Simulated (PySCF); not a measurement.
Gas-phase reaction: SnHF3 + 2 SnH4 = 3 SnH3F

Energies from PySCF, thermal terms from the rigid-rotor harmonic-oscillator model, ideal gas at 1 bar. † marks an energy on the PBE0/def2-TZVP geometry and frequencies; other levels use their own. MP2 freezes the core. All species are closed-shell singlets. Sn: scalar-relativistic def2 core potential, no spin-orbit coupling. SnHF3, SnH3F: computed as isolated molecules; such fragments, hydroxides, amides, oligomers or adducts are transient or little studied in the gas. MP2 isn't extrapolated to the basis-set limit; its ΔH°(298 K) is 12.8 kJ in def2-SVP and 9.5 kJ in def2-TZVPP. The harmonic model lacks anharmonicity and excited electronic states, which grow with temperature; levels with a mode under 35 cm⁻¹ are left out.

| level | ΔE electronic, kJ | ΔH°(298 K), kJ | ΔS°(298 K), J/K | ΔG°(1200 K), kJ |
|---|---|---|---|---|
| HF/def2-TZVP† | -4 | -3 | 24 | -32 |
| M06-2X/def2-TZVP† | -9 | -8 | 24 | -36 |
| MP2/def2-SVP† | 12 | 13 | 24 | -15 |
| PBE/def2-SVP | 10 | 11 | 23 | -15 |
| LDA/def2-TZVP† | 11 | 12 | 24 | -16 |
ΔH° is lowest at M06-2X/def2-TZVP† and highest at MP2/def2-SVP†. No reference value is set beside these.
